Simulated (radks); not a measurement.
The numbers below are computed, except where a source is named.
Q: All-electron atom: the titanium ion Ti2+ in [Ar] 3d2 (the NIST ground configuration). Level of theory: scalar-relativistic Kohn-Sham, r2SCAN, spin-unpolarised, spherical densities, finite nucleus; meta-GGA in the generalised Kohn-Sham scheme; Fermi nuclear charge, rms radius 3.5921 fm (a radial shooting solver on a logarithmic mesh with Libxc functionals). Some entries of the table are withheld. Estimate them.

orbital,occ.,eigenvalue (eV),r(max) (bohr)
1s,2,-4905.200,0.04556
2s,2,(1),0.2685
2p,6,(2),0.2196
3s,2,-80.6809,(3)
3p,6,-55.8426,(4)
3d,2,-19.2101,0.9768

A: 
(1) 2s eigenvalue (eV): -560.2218
(2) 2p eigenvalue (eV): -465.0706
(3) 3s r(max) (bohr): 0.8695
(4) 3p r(max) (bohr): 0.9033
